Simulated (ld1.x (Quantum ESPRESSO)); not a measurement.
## strontium, TM: configuration errors across variants

```json
{"Element": "Sr", "Generator": "ld1.x (Quantum ESPRESSO) 7.5", "Type": "norm-conserving Troullier–Martins (Kleinman–Bylander form)", "Functional": "PBE", "Relativity": "scalar-relativistic", "Frozen core": "[Kr]", "Valence charge": "2", "Reference configuration": "4d0 5s1.75 5p0 (charge +0.25)", "Partial waves": "5s (bound): rc 3.15 bohr; 5p (bound, empty): rc 3.80 bohr; 4f channel at 0.3 Ry: rc 3.40 bohr; 4d (bound, empty): rc 3.50 bohr", "Local potential": "the d channel", "Core correction": "Bessel-smoothed model core, default radius (core density twice the valence density)"}
```

All-electron excitation energies from the reference (eV): (1) 4d0 5s2 5p0 -1.024; (2) 4d0 5s1 5p0 4.861; (3) 4d0 5s1.5 5p0 1.315; (4) 4d0.5 5s1.5 5p0 0.122; (5) 4d0 5s1 5p1 1.276; (6) 4d1 5s1 5p0 1.301; (7) 4d1 5s0 5p0 6.625.

A true bound ghost makes a file unfit for plane-wave use even where its test errors are small: the radial tests pick states by their node count and pass the ghost by.

Errors AE − PS in meV (a dash: test not solved or not reliable):

| change | (1) | (2) | (3) | (4) | (5) | (6) | (7) | bound ghosts |
| --- | --- | --- | --- | --- | --- | --- | --- | --- |
| base | -0.2 | -4.9 | -0.4 | -9.8 | -4.4 | -28 | -43 | s |
| wave 5s (bound): rc 3.15 bohr becomes 5s (bound): rc 2.10 bohr | -1.7 | -19 | -2.0 | -8.9 | -15 | -18 | -17 | s |
| wave 5s (bound): rc 3.15 bohr becomes 5s (bound): rc 2.38 bohr | -1.3 | -15 | -1.7 | -10 | -10 | -20 | -10 | s |
| wave 5s (bound): rc 3.15 bohr becomes 5s (bound): rc 2.58 bohr | -0.8 | -11 | -1.1 | -9.7 | -7.1 | -21 | -15 | s |
| wave 5s (bound): rc 3.15 bohr becomes 5s (bound): rc 2.98 bohr | -0.3 | -5.5 | -0.5 | -9.5 | -4.7 | -27 | -38 | s |
| wave 5s (bound): rc 3.15 bohr becomes 5s (bound): rc 3.18 bohr | -0.2 | -4.8 | -0.4 | -9.9 | -4.3 | -29 | -45 | s |
| wave 5s (bound): rc 3.15 bohr becomes 5s (bound): rc 3.74 bohr | -0.2 | -4.9 | -0.4 | -9.8 | -4.5 | -28 | -44 | s |
| wave 5s (bound): rc 3.15 bohr becomes 5s (bound): rc 4.16 bohr | -0.3 | -6.7 | -0.6 | -8.4 | -6.8 | -23 | -31 | s |
| wave 5s (bound): rc 3.15 bohr becomes 5s (bound): rc 4.50 bohr | -0.4 | -9.3 | -0.8 | -7.0 | -9.7 | -18 | -22 | s |
| wave 5s (bound): rc 3.15 bohr becomes 5s (bound): rc 4.72 bohr | -0.6 | -12 | -1.0 | -5.9 | -12 | -14 | -16 | s |

Q: Give the same row for: wave 5s (bound): rc 3.15 bohr becomes 5s (bound): rc 3.54 bohr.

A: -0.2, -4.6, -0.4, -10, -4.2, -29, -46; bound ghosts: s.
